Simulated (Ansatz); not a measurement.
B9N10H28⁺, a nanocrystal cut from zinc blende BN (hydrogen-capped), 47 atoms. Hardware: 2 threads of AMD EPYC 7R13 on a shared host and a share (18 GiB) of an NVIDIA H100 80GB HBM3.

Correlated methods freeze 19 core orbitals. Single mean-field runs in def2-SVP, def2-TZVP are fitted with def2-universal-jkfit.

Q: How many basis functions does each of these Ansatz runs have, and roughly what does it cost? LC-ωPBE (ω = 0.30 bohr⁻¹)/def2-SVP, charge 2 doublet at the geometry of the charge 1 singlet, energy, from earlier orbitals; LC-ωPBE (ω = 0.15 bohr⁻¹)/def2-SVP, charge 1 singlet, energy, from earlier orbitals; MP2/def2-SVP, charge 1 singlet, energy, from earlier orbitals; LC-ωPBE (ω = 0.30 bohr⁻¹)/def2-SVP, charge 1 singlet, energy, from earlier orbitals; PBE0-D4/def2-TZVP, charge 2 doublet at the geometry of the charge 1 singlet, energy; PBE-D4/def2-TZVP, charge 1 singlet, energy, from earlier orbitals; r2SCAN-D4/def2-SVP, charge 1 singlet, relaxation, 4 steps; r2SCAN-D4/def2-TZVP, charge 1 singlet, energy, from earlier orbitals; PBE0-D4/def2-SVP, charge 1 singlet, energy, from earlier orbitals; PBE-D4/def2-TZVP, charge 0 doublet at the geometry of the charge 1 singlet, energy, from earlier orbitals; HF/STO-3G, charge 1 singlet, energy; r2SCAN-D4/def2-SVP, charge 0 doublet, relaxation, 11 steps.

A: Other jobs shared the machine, so times can vary by a factor of up to 3. A dash marks memory too small to be measured apart from the calling script's.

| run | functions | fitting or Cholesky vectors | wall time | peak host memory (GiB) |
| --- | --- | --- | --- | --- |
| HF/STO-3G, charge 1 singlet, energy | 123 | 1806 | 2 s | – |
| PBE0-D4/def2-SVP, charge 1 singlet, energy, from earlier orbitals | 406 | 1949 | 3 s | – |
| LC-ωPBE (ω = 0.15 bohr⁻¹)/def2-SVP, charge 1 singlet, energy, from earlier orbitals | 406 | 1949 | 3.4 s | – |
| LC-ωPBE (ω = 0.30 bohr⁻¹)/def2-SVP, charge 1 singlet, energy, from earlier orbitals | 406 | 1949 | 3.6 s | – |
| MP2/def2-SVP, charge 1 singlet, energy, from earlier orbitals | 406 | 4158 | 3.9 s | – |
| PBE-D4/def2-TZVP, charge 1 singlet, energy, from earlier orbitals | 757 | 1949 | 4.2 s | – |
| r2SCAN-D4/def2-TZVP, charge 1 singlet, energy, from earlier orbitals | 757 | 1949 | 4.7 s | – |
| PBE0-D4/def2-TZVP, charge 2 doublet at the geometry of the charge 1 singlet, energy | 757 | 1949 | 12 s | 1.4 |
| LC-ωPBE (ω = 0.30 bohr⁻¹)/def2-SVP, charge 2 doublet at the geometry of the charge 1 singlet, energy, from earlier orbitals | 406 | 1949 | 12 s | – |
| PBE-D4/def2-TZVP, charge 0 doublet at the geometry of the charge 1 singlet, energy, from earlier orbitals | 757 | 1949 | 12 s | 1.4 |
| r2SCAN-D4/def2-SVP, charge 1 singlet, relaxation, 4 steps | 406 | 1949 | 20 s | – |
| r2SCAN-D4/def2-SVP, charge 0 doublet, relaxation, 11 steps | 406 | 1949 | 77 s | – |
